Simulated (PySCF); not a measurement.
Sr(Cl)2 cation (Cl2Sr), SMILES [Cl][Sr][Cl] (connectivity only; charge and spin as stated), charge +1, multiplicity 2.

Geometry optimised at B3LYP-D3(BJ)/def2-TZVP. The spin state was assumed, not searched. The isomer is the one that the SMILES or the coordinates give; other isomers of the formula were not compared. The def2 effective core potentials stand for the cores of Sr; spin–orbit coupling is left out.

Method: TDA-PBE/def2-TZVPD (PySCF 2.14.0).

Vertical excitations. Isolated molecule, no solvent.

| state | energy (eV) | λ (nm) | f | main pairs |
|---|---|---|---|---|
| root 1 | 1.29 | 962 | 0.000 | β HOMO→LUMO 100 % |
| root 2 | 1.97 | 631 | 0.000 | β HOMO−1→LUMO 100 % |
| root 3 | 2.02 | 614 | 0.000 | β HOMO−2→LUMO 100 % |
| root 4 | 2.37 | 524 | 0.004 | β HOMO−3→LUMO 88 % |
| root 5 | 4.02 | 308 | 0.033 | α HOMO→LUMO 89 %, β HOMO−4→LUMO 8 % |
| root 6 | 4.11 | 302 | 0.162 | α HOMO→LUMO 11 %, β HOMO−4→LUMO 59 % |
| root 7 | 4.24 | 293 | 0.000 | β HOMO→LUMO+1 99 % |
| root 8 | 4.44 | 279 | 0.000 | α HOMO−1→LUMO 99 % |
| root 9 | 4.92 | 252 | 0.004 | α HOMO−2→LUMO 11 %, β HOMO−1→LUMO+1 85 % |
| root 10 | 4.99 | 249 | 0.004 | β HOMO−2→LUMO+1 98 % |
Unrestricted roots are not spin-pure.
